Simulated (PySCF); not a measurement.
## Orbital picture of InC⁺

PBE0 at R = 2.889 Å; In def2-SVP with ECP28, C def2-SVP; scalar-relativistic core potentials (PySCF 2.14). State: ³Π (triplet), unpaired electrons σ ↑, π ↑. Only the outer orbitals are listed, counted within each symmetry, core potentials removing the inner ones.

```csv
spin,orbital,occ.,ε (eV),on In (%),main shells (%)
α,5σ,1,-21.95,2,97 C s
α,6σ,1,-15.64,82,"82 In s, 16 C p"
α,3π,1,-13.14,2,98 C p
α,7σ,1,-12.97,26,"74 C p, 16 In s, 9 In p"
α,3π,0,-9.52,7,93 C p
α,4π,0,-7.21,99,99 In p
α,4π,0,-7.15,94,94 In p
β,5σ,1,-18.84,7,92 C s
β,6σ,1,-15.08,93,93 In s
β,3π,0,-8.63,15,"85 C p, 15 In p"
β,7σ,0,-8.20,46,"51 C p, 45 In p"
β,3π,0,-7.62,65,"65 In p, 34 C p"
```

**Question.** Which are the highest filled and the lowest empty level, where do they sit, and how wide is the gap?

**Answer.** Highest filled α 7σ at -12.97 eV (in %: 74 C p, 16 In s, 9 In p); lowest empty α 3π at -9.52 eV (in %: 93 C p); the gap at PBE0 is 3.45 eV.

| Item | Value |
| --- | --- |
| bond order (Mayer) | 0.27 |
| ⟨S²⟩ | 2.004 |
| charge on In (Mulliken, basis-dependent) | 0.89 |
| charge on In (Löwdin, basis-dependent) | 0.81 |
| dipole moment (positive dipole points towards C; it is taken about the centre of mass and depends on that origin) | 0.75 D |
| polarisability along the bond | 55.9 bohr³ |
| polarisability across the bond | 31.5 bohr³ |

Spin–orbit coupling is left out. The state was picked by a PBE0 search and need not be the measured ground state.
